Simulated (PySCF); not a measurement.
Working out the ionisation energy of Te⁺

Te⁺ [Kr] 4d10 5s2 5p3 (4S) → Te²⁺ [Kr] 4d10 5s2 5p2 (3P). Calculation: PySCF 2.14, in x2c-QZVPPall (13s9p7d4f1g, 112 functions); scalar relativity by spin-free X2C-1e. Frozen: [Ar] 3d10. Energies in hartree (1 hartree = 27.21139 eV):

| part | Te⁺ (lower) | Te²⁺ (upper) |
| --- | --- | --- |
| UHF | -6790.660415 | -6789.986291 |
| MP2 opposite-spin | -0.480905 | -0.469902 |
| MP2 same-spin | -0.264915 | -0.251226 |

Q: What does Hartree-Fock give?

A: (-6789.986291) − (-6790.660415) = 0.674124 hartree = 18.344 eV.

Q: What do MP2 and SCS-MP2 (6/5 opposite-spin, 1/3 same-spin) give?

A: The opposite-spin parts differ by 0.299 eV and the same-spin parts by 0.372 eV. MP2: 18.344 + (0.299) + (0.372) = 19.015 eV. SCS-MP2: 18.344 + 1.2 × (0.299) + (0.372)/3 = 18.827 eV.

A first-order spin-orbit estimate adds -0.607 eV to MP2 (valence and next inner shell), giving 18.408 eV against 18.6 ± 0.4 eV (measured; NIST Atomic Spectra Database, ionization energies).

What remains against the reference includes basis incompleteness, the frozen core and correlation beyond second order.
